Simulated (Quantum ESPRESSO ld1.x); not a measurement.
Radial electron density D(r) = 4 pi r^2 rho(r) of an atom or ion with 50 electrons. Method: Dirac Kohn-Sham, relativistic LDA (MacDonald-Vosko exchange, VWN5 correlation), spin-unpolarised, spherical densities, point nucleus; computed with ld1.x of Quantum ESPRESSO 7.5.

```
   r/bohr * D(r) (the largest magnitude, 86.3, reaches the edge; | marks zero)
 0.001308 | *
 0.001535 | *
 0.001787 |  *
  0.00208 |   *
 0.002422 |    *
 0.002819 |      *
 0.003282 |       *
 0.003852 |         *
 0.004484 |            *
  0.00522 |               *
 0.006077 |                  *
 0.007075 |                      *
 0.008236 |                          *
 0.009665 |                              *
  0.01125 |                                  *
   0.0131 |                                      *
  0.01525 |                                         *
  0.01775 |                                          *
  0.02067 |                                          *
  0.02425 |                                         *
  0.02823 |                                       *
  0.03287 |                                      *
  0.03826 |                                     *
  0.04455 |                                      *
  0.05227 |                                         *
  0.06086 |                                              *
  0.07085 |                                                   *
  0.08248 |                                                      *
  0.09602 |                                                     *
   0.1118 |                                                 *
   0.1312 |                                          *
   0.1527 |                                      *
   0.1778 |                                       *
    0.207 |                                          *
   0.2409 |                                             *
   0.2805 |                                           *
   0.3291 |                                   *
   0.3832 |                         *
   0.4461 |                 *
   0.5193 |              *
   0.6046 |               *
   0.7095 |                *
   0.8259 |               *
   0.9615 |            *
    1.119 |        *
    1.303 |    *
    1.517 |  *
     1.78 | *
    2.072 | *
    2.413 |*
    2.809 |*
     3.27 *
    3.807 *
    4.467 *
    5.201 *
    6.054 *
    7.048 *
    8.205 *
    9.552 *
    11.21 *
    13.05 *
```

What is the nuclear charge?

Answer. Z = 52. The innermost maximum, from 1s, lies near gamma/Z bohr with gamma = sqrt(1 - (Z/c)^2) = 0.925, here 0.0178 bohr (found: 0.0197), and its height grows with Z. The density is that of the tellurium ion Te2+ in [Kr] 4d10 5s2 5p1 4f1; the configuration itself is not fixed sharply by these data, and Z only to a few units. D(r) has 4 maxima, at r = 0.0197, 0.0865, 0.249, 0.721 bohr, and minima at 0.0383, 0.164, 0.532 bohr, inside which lie 2.02, 11.21, 29.04 electrons.
